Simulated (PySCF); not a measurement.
SMILES C=[CH][Al]([Br])[CH2]C (C4H8AlBr) at its PBE0/def2-SVP optimised geometry (Å):

```
14

Al    -0.7580     0.8084     0.0000
Br    -1.7593     2.8533     0.0000
C      1.2010     0.8084     0.0000
C      1.9476    -0.5254    -0.0144
H      1.5044     1.4117     0.8767
H      1.5031     1.4303    -0.8640
H      1.6995    -1.1286    -0.9026
H      1.7109    -1.1406     0.8686
H      3.0412    -0.3851    -0.0203
C     -1.9519    -0.7245     0.0004
C     -1.5182    -1.9964     0.0125
H     -3.0412    -0.5757    -0.0079
H     -2.2047    -2.8533     0.0143
H     -0.4524    -2.2543     0.0213
```

Computed with PBE0/def2-TZVP run with PySCF 2.14.0. Cells within 0.4 Å of a nucleus heavier than hydrogen are left out (blank, or x).

Map of the electrostatic potential (hartree/e), clipped to [-0.08, 0.12] on the plane z = 0.0 Å:

```
|11000000000000000111111111111|
|11000000000000000111111111111|
|10000000110000000011111111111|
|00000001343200000011111111111|
|00000014999930000011111111111|
|00000029999992000111111111111|
|000000499xx994001111111111111|
|000000499xx996211111111111111|
|10000029999998432221111111111|
|10000016999999965653111111111|
|11000002799999999997211111111|
|111111125999x9999x99411111111|
|111111226999xx999xx9622222211|
|11122334799999999999966432211|
|11224899999999999999999942221|
|112369999x99999679xx999952221|
|112359999xx99754699x999942221|
|11223799999995434999996422211|
|11222347999999743479632221111|
|1122223699xx99963233221111111|
|1122223899x999973222111111111|
|11222359999999953222111111111|
|11222359999655533222211111111|
|11222247995333322222211111111|
|11222233443222222222211111111|
|11122222222222222222211111111|
|11122222222222222222111111111|
|11112222222222222221111111111|
|11111222222222222111111111111|
```
Scale: ten equal steps from -0.023 (start of '0') to 0.120 (end of '9'), in the order '0123456789'; x runs from -5.50 to 5.50, y from -5.50 (bottom) to 5.50 (top).
